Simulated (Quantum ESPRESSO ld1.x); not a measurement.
Values are calculated unless marked as measured or tabulated.
The tungsten ion W3+, 71 electrons, occupied as [Kr] 4d10 4f14 5s1 5p6 5d4 (not the ground configuration). Code: ld1.x of Quantum ESPRESSO 7.5. Model: scalar-relativistic Kohn-Sham, LDA (Slater exchange, Gunnarsson-Lundqvist correlation), spin-unpolarised, spherical densities, point nucleus.

X-ray form factor f0, the Fourier transform of the density (f0(0) = 71):

| sin(theta)/lambda (1/angstrom) | f0 (electrons) |
|---|---|
| 0.05 | 70.330 |
| 0.1 | 68.445 |
| 0.15 | 65.662 |
| 0.2 | 62.360 |
| 0.25 | 58.869 |
| 0.3 | 55.415 |
| 0.4 | 49.059 |
| 0.5 | 43.607 |
| 0.6 | 38.943 |
| 0.8 | 31.354 |
| 1 | 25.581 |
| 1.25 | 20.569 |
| 1.5 | 17.436 |
| 2 | 13.806 |
